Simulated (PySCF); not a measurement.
trans-1,3-butadiene (C$_{4}$H$_{6}$), singlet, geometry from GFN2-xTB. Base run: MP2/def2-SVP in PySCF.

Here is a job for PySCF.
```python
from pyscf import gto, scf, mp

mol = gto.M(
    atom='''
C     0.600984    1.729885    0.006604
C     0.601825    0.401396    0.004979
C    -0.601825   -0.401396   -0.004979
C    -0.600984   -1.729885   -0.006604
H     1.512320    2.302754    0.014100
H    -0.318292    2.292931    0.000444
H     1.537142   -0.143656    0.011281
H    -1.537142    0.143656   -0.011281
H     0.318292   -2.292931   -0.000444
H    -1.512320   -2.302754   -0.014100
''',
    basis='def2-svp',
    charge=0,
    spin=0,
    verbose=4,
)

mf = scf.RHF(mol)
mf.kernel()

pt = mp.MP2(mf)
pt.kernel()
print('E(MP2) = %.10f' % pt.e_tot)
mf.analyze()
```

The base run was repeated with changes; each row names its change, and settings that it needs were set with it.

```
change                                ΔE vs base (kcal/mol)  MP2 correlation (Eh)  basis functions  core-seconds (rough)
------------------------------------  ---------------------  --------------------  ---------------  --------------------
base                                                  0.000              -0.54407               86                     1
cart = on                                            -19.07              -0.56302               90                     1
method = cisd                                         24.50                     -               86                     6
method = ccsd(t)                                     -42.09              -0.54407               86                    20
frozen = 3                                             5.88              -0.53470               86                   0.9
method = ccsd                                        -28.43              -0.54407               86                    10
density fitting = JK and correlation                  0.175              -0.54385               86                   0.7
frozen = 4                                             7.52              -0.53208               86                   0.9
frozen = 5                                            42.10              -0.47698               86                   0.9
```
